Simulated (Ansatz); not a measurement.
The cluster Na₂Te. Total charge 0; singlet. Geometry r2SCAN-D4/def2-TZVP, that of the charge +1 doublet.

```xyz
3

Na    0.5501    2.6065   -0.5641
Na   -1.2595   -2.3367    0.6067
Te    0.7094   -0.2698   -0.0426
```

In the def2 sets Te takes a core potential; there is no spin–orbit coupling. The structure comes from a short search, and lower isomers may exist.

Estimate the orbital energies around the gap (eV) in Ansatz with PBE-D4/def2-TZVP, r2SCAN-D4/def2-TZVP, PBE0-D4/def2-TZVP.


| orbital | PBE-D4/def2-TZVP | r2SCAN-D4/def2-TZVP | PBE0-D4/def2-TZVP |
| --- | --- | --- | --- |
| HOMO−5 | -28.69 | -29.76 | -32.11 |
| HOMO−4 | -28.69 | -29.75 | -32.11 |
| HOMO−3 | -11.84 | -11.99 | -13.23 |
| HOMO−2 | -4.05 | -3.94 | -4.69 |
| HOMO−1 | -3.27 | -3.18 | -3.90 |
| HOMO | -3.01 | -2.97 | -3.70 |
| LUMO | -2.04 | -1.49 | -1.47 |
| LUMO+1 | -1.71 | -1.17 | -1.16 |
| LUMO+2 | -0.08 | 0.42 | 0.38 |
| LUMO+3 | -0.03 | 0.46 | 0.44 |
| LUMO+4 | 0.06 | 0.55 | 0.52 |
| LUMO+5 | 0.08 | 0.62 | 0.54 |
